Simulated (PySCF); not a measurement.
# Finite-field polarisability of Mo (molybdenum, neutral)

[Kr] 4d5 5s1, high-spin 7S determinant. All numbers are calculated (PySCF 2.14, scalar relativity through the core potential, in def2-TZVPPD with the def2 core potential (28 electrons) (6s4p3d2f1g, 56 functions)). Frozen: 4s2 4p6. Energy changes in a uniform field (μhartree):

```
axis  F (au)        HF       MP2      CCSD   CCSD(T)
   x  0.0014  -101.799   -82.517   -86.257   -85.558
   x  0.0028  -406.670  -329.999  -344.785  -342.004
```

Q: Derive α along x at CCSD(T) from the two fields.

A: With ΔE = −αF²/2 − γF⁴/24, α = −(16 ΔE(F) − ΔE(2F))/(6F²) = 87.32 bohr³.

Q: And the mean polarisability at each level?

A: HF 103.9, MP2 84.21, CCSD 88.04, CCSD(T) 87.32 bohr³. Reference: 87 ± 6 bohr³ (recommended; Schwerdtfeger and Nagle, table of static dipole polarizabilities (2023 update)).
